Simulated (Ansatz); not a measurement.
Relaxation of CH3BClF (7 atoms, charge 0, multiplicity 1), to a largest force component of 0.02 eV/Å in at most 50 steps.

Theory: Ansatz, RKS BLYP/def2-SVPD.

```xyz
7
Properties=species:S:1:pos:R:3:forces:R:3
B -0.224 0.850 0.103 -1.47 2.12 0.02
C 0.283 -0.578 -0.116 1.71 0.82 -1.61
F 1.013 -0.936 0.967 1.50 -0.52 1.68
Cl -0.998 -1.697 -0.299 -2.01 -1.40 -0.59
H 0.007 1.742 -0.694 0.14 -0.25 0.07
H -0.963 1.158 1.017 0.29 -0.28 0.10
H 0.944 -0.607 -1.023 -0.15 -0.48 0.34
```

**Question.** Where does it end, and by what steps?

**Answer.** The run converged. After 11 steps the energy has fallen by 0.556 eV; Cl4 moved furthest, 0.54 Å. Joined: B1–Cl4.

```tsv
step	energy less start (eV)	largest force component (eV/Å)	accepted
0	0.0000	2.121	yes
1	-0.2463	1.253	yes
2	-0.3750	0.637	yes
3	-0.4453	0.361	yes
4	-0.4983	0.468	yes
5	-0.5282	0.580	yes
6	-0.5348	0.403	yes
7	-0.5403	0.360	yes
8	-0.5556	0.060	yes
9	-0.5560	0.041	yes
10	-0.5563	0.022	yes
11	-0.5563	0.008	yes
```

```xyz
7
Properties=species:S:1:pos:R:3
B -0.318 0.822 0.072
C 0.546 -0.479 -0.041
F 1.030 -1.082 1.080
Cl -1.185 -1.227 -0.501
H -0.435 1.515 -0.905
H -0.766 1.120 1.147
H 1.189 -0.736 -0.899
```

Whether the end is a true minimum wasn't checked by a vibrational analysis.

Run time: 19 s on 2 threads of INTEL(R) XEON(R) PLATINUM 8581C CPU @ 2.10GHz (Emerald Rapids), on a shared host, peak memory 0.17 GiB.
